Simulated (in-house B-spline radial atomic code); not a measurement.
## Response and correlation of Ca

Closed shell [Ar] 4s2. Computed with a B-spline radial code for spherical atoms: Dirac-Hartree-Fock, relativistic RPA (time-dependent Dirac-Hartree-Fock) for the response and second-order many-body perturbation theory for correlation, no-pair Dirac-Coulomb Hamiltonian, finite nucleus, speed of light scaled by 100 (non-relativistic limit).

```csv
"multipole (bohr³, bohr⁵, bohr⁷)",uncoupled,coupled RPA
dipole,124.6,185.44
quadrupole,2001.2,3603.3
octupole,66382,?
```

What is the coupled octupole polarisability?

104170 atomic units, +57 % against the uncoupled value.

Which subshells carry the dipole polarisability?

4s1/2 101.7 %, 3p3/2 -1.1 %, 3p1/2 -0.6 %.

What does the dipole shielding factor come to?

The dipole shielding factor is 1.000, against the exact N/Z = 20/20 = 1.000 of the non-relativistic theorem.

Dipole polarisability at imaginary frequency:

```csv
u (Eh),α(iu) (bohr³)
0,185.4
0.05,151
0.15,62.42
0.3,22.86
0.5,10.54
1,4.062
2,1.525
5,0.3407
```

What dispersion coefficients follow for two such atoms?

C6 = (3/π)∫α(iu)²du = 2769 hartree·bohr⁶ and C8 = 301600 hartree·bohr⁸.

Lowest J = 1 odd-parity excitations:

| energy (eV) | oscillator strength | leading channel | weight |
| --- | --- | --- | --- |
| 2.2429e-05 | 4.79e-21 | 4s1/2 → p3/2 | 0.645 |
| 2.7842 | 1.84 | 4s1/2 → p3/2 | 0.664 |
| 3.8163 | 2.89e-10 | 4s1/2 → p1/2 | 0.667 |
| 4.0292 | 0.107 | 4s1/2 → p3/2 | 0.666 |
| 4.4924 | 1.98e-11 | 4s1/2 → p1/2 | 0.667 |
| 4.5736 | 0.0231 | 4s1/2 → p3/2 | 0.666 |
| 4.9094 | 6.65e-11 | 4s1/2 → p1/2 | 0.667 |

For an outer ns² shell RPA puts the lowest triplet far too low, and second order misses the ns²-np² near-degeneracy.

Second-order correlation energy by the highest angular momentum of the excited pair (hartree): s -0.02115, p -0.1927, d -0.3982, f -0.1075, g -0.04259, h -0.01627, i -0.007557, k -0.003968.

What is the second-order correlation energy at the partial-wave limit?

The listed waves sum to -0.78994 hartree; extrapolating the increments as (l + 1/2)⁻⁴ gives -0.79805 hartree, -1.09 eV per electron.
